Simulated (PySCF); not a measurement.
# Electron correlation in Ru³⁺ (ruthenium, charge +3)

Starting occupation: [Kr] 4d5, 4d5/2 with m_j = -3/2, -1/2, +1/2, +3/2, +5/2. All numbers are calculated (PySCF 2.14, X2C-1e with screened-nucleus spin-orbit coupling, Gaussian nucleus, in x2c-SVPall-2c with one added diffuse shell each of s, p, d type (7s9p7d1f, 76 functions)). Frozen: [Ar] 3d10; 13 electrons correlated; the 6 highest virtual spinors left out.

MP2 pair energies summed by pair of shells (mhartree):

```json
{"pair": "4d-4p", "energy": "-114.35", "share (%)": "46.9"}
{"pair": "4p-4p", "energy": "-57.55", "share (%)": "23.6"}
{"pair": "4d-4d", "energy": "-47.14", "share (%)": "19.3"}
{"pair": "4p-4s", "energy": "-15.56", "share (%)": "6.4"}
{"pair": "4d-4s", "energy": "-6.76", "share (%)": "2.8"}
{"pair": "4s-4s", "energy": "-2.69", "share (%)": "1.1"}
```

Total MP2 correlation energy: -244.06 mhartree.

The GHF reference relaxed away from the jj start to a determinant that is no pure jj level (⟨S²⟩ = 8.73, ⟨J²⟩ = 8.75); the energies belong to that determinant.

This basis was not built for core-valence correlation, so the inner-shell part is incomplete.
